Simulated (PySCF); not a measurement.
Job file and geometry (Å, from GFN2-xTB) of an NMR shielding run on `BB[SiH2]C(F)F`, CH6B2F2Si, PySCF, GIAO PBE0/pcSseg-1 NMR shielding, non-relativistic, gas phase; density fitting, a coarse starting grid and PySCF grid level 2 are the driver's defaults:

```
$ OMP_NUM_THREADS=1 python probes_run.py task.json out

{"job": {"kind": "nmr", "xc": "PBE0", "basis": "pcSseg-1"}, "charge": 0, "multiplicity": 1}
B      2.387817    -0.103310     0.060053
B      1.033335     0.371569     0.766241
Si    -0.549100     0.843159    -0.300561
C     -1.778733    -0.667594    -0.160362
F     -1.943928    -1.040754     1.142684
F     -1.253816    -1.758224    -0.793140
H      3.218417     0.660284    -0.269112
H      2.632827    -1.219626    -0.204385
H      0.888035     0.467348     1.928164
H     -0.458261     0.990968    -1.764985
H     -1.391463     1.970036     0.144001
H     -2.783930    -0.514541    -0.574625
```

Task: Write the output of this run.

Result: 
```
coarse grid: 10776 points
cycle   1  E = -579.9173355947  dE =  3.636e-01  |g| = 6.447e-01  |ddm| = 2.954e+00
cycle   2  E = -579.8467735015  dE =  7.056e-02  |g| = 9.540e-01  |ddm| = 9.159e-01
cycle   3  E = -579.9902384666  dE = -1.435e-01  |g| = 4.277e-02  |ddm| = 5.439e-01
cycle   4  E = -579.9906328076  dE = -3.943e-04  |g| = 1.647e-02  |ddm| = 6.373e-02
cycle   5  E = -579.9907170564  dE = -8.425e-05  |g| = 3.721e-03  |ddm| = 2.340e-02
cycle   6  E = -579.9907210172  dE = -3.961e-06  |g| = 5.162e-04  |ddm| = 5.698e-03
final grid: 100992 points
cycle   7  E = -580.0362044934  dE = -3.598e-05  |g| = 6.125e-03  |ddm| = 1.903e-02
cycle   8  E = -580.0362011525  dE =  3.341e-06  |g| = 7.987e-03  |ddm| = 1.015e-02
cycle   9  E = -580.0362133662  dE = -1.221e-05  |g| = 8.317e-04  |ddm| = 4.867e-03
cycle  10  E = -580.0362135229  dE = -1.567e-07  |g| = 1.871e-04  |ddm| = 9.882e-04
cycle  11  E = -580.0362135307  dE = -7.801e-09  |g| = 3.626e-05  |ddm| = 2.259e-04
cycle  12  E = -580.0362135310  dE = -3.074e-10  |g| = 1.043e-05  |ddm| = 5.383e-05
converged SCF energy = -580.0362135310

GIAO shielding tensors (ppm)
atom      isotropic    diamagn.    paramagn.     s11        s22        s33       span
  0 B       -1.359     194.558    -195.917   -125.484     -1.715    123.121    248.606
  1 B      -24.529     201.236    -225.765   -173.680    -36.613    136.706    310.387
  2 Si     435.142     880.243    -445.102    419.651    431.022    454.753     35.102
  3 C       54.987     243.272    -188.286     32.289     63.549     69.121     36.832
  4 F      304.054     475.025    -170.971    179.059    303.002    430.101    251.042
  5 F      299.337     475.248    -175.912    171.317    297.915    428.778    257.461
  6 H       21.863      28.527      -6.665     10.320     25.041     30.227     19.907
  7 H       21.826      28.640      -6.814      9.945     25.520     30.012     20.067
  8 H       18.871      29.492     -10.622      2.769     24.891     28.952     26.183
  9 H       27.517      28.998      -1.481     25.016     25.904     31.631      6.616
 10 H       27.409      28.663      -1.253     24.582     25.748     31.898      7.316
 11 H       24.874      27.455      -2.582     22.809     24.795     27.016      4.207
```

Size and cost of the density-fitted run: 139 basis functions, 19 s wall time on 1 thread of an Arm Neoverse V1, shared host; peak memory 0.67 GiB.
